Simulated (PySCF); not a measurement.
Bond curve of CsBe

Set-up: Cs def2-SVPD with ECP46, Be def2-SVPD; scalar-relativistic core potentials (PySCF 2.14). Energies in eV from Cs + Be in their ground configurations at the same level. State: ²Σ⁺ (doublet), unpaired electrons σ ↑.

```tsv
R (Å)	ROHF-CCSD(T)	ROHF-CCSD	B2PLYP
3.268			0.0970
3.420	0.1743	0.1917	0.0062
3.572	0.1055	0.1208	-0.0486
3.686	0.0695	0.0834	-0.0729
3.800	0.0434	0.0559	-0.0868
3.914	0.0245	0.0357	-0.0933
4.066	0.0076	0.0172	-0.0942
4.256	-0.0049	0.0030	-0.0879
4.484	-0.0124	-0.0061	-0.0756
4.788			-0.0583
```

Put a parabola through the three lowest points of the B2PLYP curve and estimate Re, k and ωe (reduced mass 8.44 u; 1 eV/Å² = 0.16022 mdyn/Å; ωe = 1302.8·√(k/μ) cm⁻¹).

Through R = 3.914, 4.066, 4.256 Å the second-order coefficient is 0.114 eV/Å², so Re ≈ 4.016 Å, k ≈ 0.0366 mdyn/Å and ωe ≈ 86 cm⁻¹. A polynomial fit of higher order to the unrounded B2PLYP energies gives Re = 4.005 Å, k = 0.0467 mdyn/Å, ωe = 96.9 cm⁻¹; anharmonicity and rounding make the difference.

The higher-order fit for each curve: B2PLYP: Re = 4.005 Å, ωe = 96.9 cm⁻¹, De = 0.095 eV. ROHF-CCSD(T) gives no reliable minimum on this grid. ROHF-CCSD gives no reliable minimum on this grid.

Correlated steps freeze no core orbitals. The bond is weak. Basis-set superposition, not corrected here, can be much of De in a small basis, most of all at correlated wavefunction levels. Functionals without a dispersion term scatter widely for such bonds, and LDA overbinds them. Spin–orbit coupling is left out. B2PLYP dipoles, levels and charges come from its SCF part alone. The state is the lowest determinant that a PBE0 search found; another state may lie lower at other levels.
